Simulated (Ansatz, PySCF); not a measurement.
Si(Cl)(H)2(NHMe) (CH6ClNSi), SMILES CN[SiH2]Cl.

Geometry: B3LYP-D3(BJ)/def2-SVP. Other conformers were not sampled.

Vertical ionisation energy (IE) and electron affinity (EA) in eV. Rows of orbital energies are one-electron estimates. Where ΔSCF, EOM or ADC give a negative EA the extra electron is unbound and the value depends on the basis.

```json
[
 {"level": "−ε(HOMO), −ε(LUMO), ωB97X/def2-TZVP (PySCF)", "IE": "9.72", "EA": "-2.53"},
 {"level": "−ε(HOMO), −ε(LUMO), PBE/def2-TZVP (PySCF)", "IE": "5.94", "EA": "0.34"},
 {"level": "ΔSCF, PBE0/def2-SVPD (Ansatz), final states of multiplicity 2 and 2", "IE": "9.44", "EA": "-1.52"},
 {"level": "ΔSCF, PBE/def2-SVPD (Ansatz), final states of multiplicity 2 and 2", "IE": "9.28", "EA": "-1.33"}
]
```

Problem. What vertical singlet–triplet gap does ΔSCF give with PBE0/def2-SVPD (Ansatz, a first-principles code) and with PBE/def2-SVPD (Ansatz)? (Estimate from the structure and the level; the computed values follow.)

Solution. 5.93 and 5.67 eV (triplet above singlet where positive).
